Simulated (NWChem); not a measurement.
Everything below was run with NWChem. System: HGeI, charge 0, spin multiplicity 1, at a geometry optimised with B3LYP/def2-SVP with def2 effective core potentials on I. The structure started from a generated list of species. Level: G0W0@PBE/def2-TZVPP with def2 effective core potentials on I, RI basis def2-tzvpp-rifit, no spin-orbit coupling.

Input file:

```
start mol
memory heap 200 mb stack 700 mb global 1700 mb
geometry units angstroms nocenter noautoz
  Ge    -1.069030     1.177354     0.000000
  H      0.069901     2.309783     0.000000
  I      0.644133    -0.754436     0.000000
  symmetry group Cs
end
basis spherical
  * library def2-tzvpp
end
ecp
  I library def2-ecp
end
basis "ri basis" bse spherical
  * library def2-tzvpp-rifit
end
dft
  xc xpbe96 cpbe96
  iterations 100
  direct
  tolerances tight
end
task dft energy
gw
  states alpha occ 4 vir 2
end
task dft gw
```

Output (cleaned and shortened):

```
             Northwest Computational Chemistry Package (NWChem) 7.3.0
             --------------------------------------------------------

                                NWChem Input Module
                                -------------------

 Scaling coordinates for geometry "geometry" by  1.889725989
 (inverse scale =  0.529177249)

 Turning off AUTOSYM since
 SYMMETRY directive was detected!

                             Geometry "geometry" -> ""
                             -------------------------

 Output coordinates in angstroms (scale by  1.889725989 to convert to a.u.)

  No.       Tag          Charge          X              Y              Z
 ---- ---------------- ---------- -------------- -------------- --------------
    1 Ge                  32.0000    -1.06903000     1.17735400     0.00000000
    2 H                    1.0000     0.06990100     2.30978300     0.00000000
    3 I                   53.0000     0.64413300    -0.75443600     0.00000000

 Effective nuclear repulsion energy (a.u.)     367.1319915889

            Nuclear Dipole moment (a.u.)
            ----------------------------
        X                 Y               Z
 ---------------- ---------------- ----------------
    -0.0000188973     0.0000056692     0.0000000000

      Symmetry information
      --------------------

 Group name             Cs
 Group number              2
 Group order               2
 No. of unique centers     3

      Symmetry unique atoms

     1    2    3


 Summary of "ao basis" -> "" (spherical)
 ------------------------------------------------------------------------------
       Tag                 Description            Shells   Functions and Types
 ---------------- ------------------------------  ------  ---------------------
 *                         def2-tzvpp                 on all atoms

 Summary of "ri basis" -> "" (spherical)
 ------------------------------------------------------------------------------
       Tag                 Description            Shells   Functions and Types
 ---------------- ------------------------------  ------  ---------------------
 *                      def2-tzvpp-rifit              on all atoms

  pbe96 is a nonlocal functional; adding pw91lda local functional.

                                 NWChem DFT Module
                                 -----------------

 Summary of "ao basis" -> "ao basis" (spherical)
 ------------------------------------------------------------------------------
       Tag                 Description            Shells   Functions and Types
 ---------------- ------------------------------  ------  ---------------------
 Ge                        def2-tzvpp               16       48   6s5p4d1f
 H                         def2-tzvpp                6       14   3s2p1d
 I                         def2-tzvpp               16       50   6s5p3d2f

 Summary of "ao basis" -> "ao basis" (spherical)
 ------------------------------------------------------------------------------
       Tag                 Description            Shells   Functions and Types
 ---------------- ------------------------------  ------  ---------------------
 Ge                        def2-tzvpp               16       48   6s5p4d1f
 H                         def2-tzvpp                6       14   3s2p1d
 I                         def2-tzvpp               16       50   6s5p3d2f

      Symmetry analysis of basis
      --------------------------

        a'         75
        a"         37

            General Information
[...]
    78      0.378998  3 I  px                72     -0.316252  3 I  px
     6      0.304293  1 Ge s                 75      0.257485  3 I  px
    16     -0.238004  1 Ge px                 5      0.227143  1 Ge s
    81      0.208359  3 I  px                19     -0.200281  1 Ge px
    50     -0.188358  2 H  s                 79      0.168604  3 I  py

 Vector   30  Occ=0.000000D+00  E=-1.461563D-01  Symmetry=a"
              MO Center= -8.3D-01,  9.6D-01, -5.5D-15, r^2= 3.4D+00
   Bfn.  Coefficient  Atom+Function         Bfn.  Coefficient  Atom+Function
  ----- ------------  ---------------      ----- ------------  ---------------
    21      0.590450  1 Ge pz                18      0.493272  1 Ge pz
    12     -0.216829  1 Ge pz                80     -0.215211  3 I  pz
    74      0.174944  3 I  pz                83     -0.159309  3 I  pz
    77     -0.147767  3 I  pz                 9      0.082912  1 Ge pz
    15     -0.045563  1 Ge pz                95      0.039335  3 I  d -1

 Vector   31  Occ=0.000000D+00  E=-6.382890D-02  Symmetry=a'
              MO Center= -5.0D-01,  5.9D-01,  9.8D-15, r^2= 5.6D+00
   Bfn.  Coefficient  Atom+Function         Bfn.  Coefficient  Atom+Function
  ----- ------------  ---------------      ----- ------------  ---------------
    20      0.643106  1 Ge py                19     -0.528093  1 Ge px
    68      0.426377  3 I  s                 82      0.397371  3 I  py
     6     -0.367558  1 Ge s                 81     -0.359885  3 I  px
    17      0.325143  1 Ge py                16     -0.257850  1 Ge px
    79      0.242011  3 I  py                78     -0.211648  3 I  px

 Vector   32  Occ=0.000000D+00  E= 6.515962D-03  Symmetry=a'
              MO Center= -6.3D-01,  1.3D+00,  9.1D-15, r^2= 4.7D+00
   Bfn.  Coefficient  Atom+Function         Bfn.  Coefficient  Atom+Function
  ----- ------------  ---------------      ----- ------------  ---------------
    51      1.516386  2 H  s                 20     -0.871289  1 Ge py
     6     -0.853262  1 Ge s                 19     -0.854470  1 Ge px
     5     -0.267106  1 Ge s                 16     -0.234455  1 Ge px
    17     -0.220378  1 Ge py                50      0.201050  2 H  s
    82      0.182952  3 I  py                 4      0.118084  1 Ge s

 center of mass
 --------------
 x =   0.02608944 y =  -0.05971812 z =   0.00000000

 moments of inertia (a.u.)
 ------------------
         642.332391574103         551.577517129563           0.000000000000
         551.577517129563         489.586366503086           0.000000000000
           0.000000000000           0.000000000000        1131.918758077190

     Multipole analysis of the density
     ---------------------------------

     L   x y z        total         alpha         beta         nuclear
     -   - - -        -----         -----         ----         -------
     0   0 0 0     -0.000000    -29.000000    -29.000000     58.000000

     1   1 0 0     -0.372953     16.854821     16.854821    -34.082595
     1   0 1 0      0.385090    -19.766940    -19.766940     39.918971
     1   0 0 1      0.000000      0.000000      0.000000      0.000000

     2   2 0 0    -33.908550   -100.781392   -100.781392    167.654233
     2   1 1 0     -1.975225     92.330597     92.330597   -186.636419
     2   1 0 1     -0.000000     -0.000000     -0.000000      0.000000
     2   0 2 0    -33.007623   -130.637951   -130.637951    228.268279
     2   0 1 1      0.000000      0.000000      0.000000      0.000000
     2   0 0 2    -32.068129    -16.034065    -16.034065      0.000000

 Task  times  cpu:       18.1s     wall:       18.1s

                                NWChem Input Module
                                -------------------

                                 NWChem GW Module
                                 ----------------

                             ***********************
                             ***        GW       ***
                             ***********************

 Summary of "ri basis" -> "ri basis" (spherical)
 ------------------------------------------------------------------------------
       Tag                 Description            Shells   Functions and Types
 ---------------- ------------------------------  ------  ---------------------
 Ge                     def2-tzvpp-rifit            37      159   10s9p8d5f4g1h
 H                      def2-tzvpp-rifit            10       30   4s3p2d1f
 I                      def2-tzvpp-rifit            38      184   9s8p8d6f4g3h

                 Memory Information
                 ------------------
          Available GA per process is          1699.9 MBs
          Available stack per process is        700.0 MBs
          Available heap per process is           0.0 MBs

          Peak memory in Initialization
              Peak GA per process is                 10.9 MBs
              Peak stack per process is               0.1 MBs
              Peak heap per process is               11.6 MBs
              Memory not in MA per process            0.0 MBs

          Peak memory in AFF Calculation
              Peak GA per process is                 60.8 MBs
              Peak stack per process is              44.2 MBs
              Peak heap per process is                0.0 MBs
              Memory not in MA per process           44.2 MBs

          Computing 2-center integrals
          Computing Inverse Cholesky factor
          Computing 3-center integrals
          Computing V_xc ...

          Computing Sigma_x
          Computing RPA polarizability
          Solving quasiparticle equations

                  Alpha Orbitals
          State     Energy (eV)     Error (eV)
          -----------------------------------
@GW        26        -10.891           0.002
@GW        27         -9.363           0.002
@GW        28         -9.351           0.002
@GW        29         -8.530           0.002
@GW        30         -1.518           0.002
@GW        31          0.947           0.002

   Applying  -2.6604 eV scissor-shift to rest of particle states

   Applying   2.4592 eV scissor-shift to rest of hole states

     GW Timing Statistics
   ------------------------
   Init.   :          0.1s
     ERIs  :          0.9s
     Distr.:          0.0s
     Vxc   :          0.2s
   Sigma_x :          0.0s
   RPA     :          2.5s
   Wmn     :          0.0s
   Sigma_c :          0.0s
   GW total:          3.8s

 Task  times  cpu:        3.8s     wall:        3.8s

 Total times  cpu:       21.9s     wall:       21.9s
```
